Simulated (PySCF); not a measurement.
Sn(F)(SH) (FHSSn), SMILES [F][Sn][SH] (connectivity only; charge and spin as stated), neutral, multiplicity 1. Atoms are numbered in the order given.

```xyz
4

Sn     0.3501     0.4566     0.0000
F     -1.5084     1.1111     0.0000
S     -0.3072    -1.9073     0.0000
H      0.9875    -2.3112     0.0000
```

Geometry optimised at PBE-D3(BJ)/def2-TZVP. The def2 effective core potentials stand for the cores of Sn; spin–orbit coupling is left out. The values are those of a single conformer.

These are PBE-D3(BJ)/def2-TZVP run with PySCF values and carry that method's errors.

Frequencies are harmonic and unscaled.

Computed vibrational spectrum:
```json
[
 {"mode": "1", "ν (cm⁻¹)": "136", "IR (km/mol)": "3.6", "moving atoms (share of kinetic energy)": "F 63 %, S 25 %, Sn 11 %"},
 {"mode": "2", "ν (cm⁻¹)": "308", "IR (km/mol)": "5.8", "moving atoms (share of kinetic energy)": "H 94 %"},
 {"mode": "3", "ν (cm⁻¹)": "324", "IR (km/mol)": "41.7", "moving atoms (share of kinetic energy)": "S 73 %, Sn 23 %"},
 {"mode": "4", "ν (cm⁻¹)": "552", "IR (km/mol)": "90.0", "moving atoms (share of kinetic energy)": "F 86 %, Sn 13 %"},
 {"mode": "5", "ν (cm⁻¹)": "616", "IR (km/mol)": "14.5", "moving atoms (share of kinetic energy)": "H 92 %"},
 {"mode": "6", "ν (cm⁻¹)": "2605", "IR (km/mol)": "2.3", "moving atoms (share of kinetic energy)": "H 97 %"}
]
```
